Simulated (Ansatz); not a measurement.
# Breaking a bond in GaH2F (SMILES [H][Ga]([H])[F])

GaH2F: 4 atoms, total charge 0, spin state singlet. SMILES: `[H][Ga]([H])[F]`. Geometry: a GFN2-xTB relaxation, a rough one for these elements and not checked as a minimum.

```xyz
4

Ga    0.0512    0.0853    0.0008
H     1.5869   -0.0600    0.0139
H    -0.7975    1.3736   -0.0190
F    -0.8407   -1.3989    0.0043
```

The Ga1–H3 distance is scanned; the parts on either side stay rigid. Basis STO-3G, 10 core orbitals frozen in the correlated methods; program Ansatz 0.2.0. FCI is exact within this basis and core. Energies in eV from each method's value at 1.543 Å; methods without a U are spin-restricted. The shape above is that at 1.543 Å.

| distance (Å) | BLYP | r2SCAN | BHLYP | CAM-B3LYP | MP2 | FCI |
| --- | --- | --- | --- | --- | --- | --- |
| 1.543 | 0.00 | 0.00 | 0.00 | 0.00 | 0.00 | 0.00 |
| 1.929 | 1.30 | 1.37 | 1.53 | 1.49 | 1.44 | 0.91 |
| 2.314 | 2.62 | 2.82 | 3.26 | 3.15 | 3.14 | 2.26 |
| 3.857 | 5.26 | 5.74 | 7.35 | 7.05 | 5.16 | 2.53 |

Departure from the FCI curve at its largest: BLYP +2.73 eV at 3.86 Å; r2SCAN +3.21 eV at 3.86 Å; BHLYP +4.83 eV at 3.86 Å; CAM-B3LYP +4.52 eV at 3.86 Å; MP2 +2.63 eV at 3.86 Å. Restricted functionals keep the electrons paired too, and rise too high.
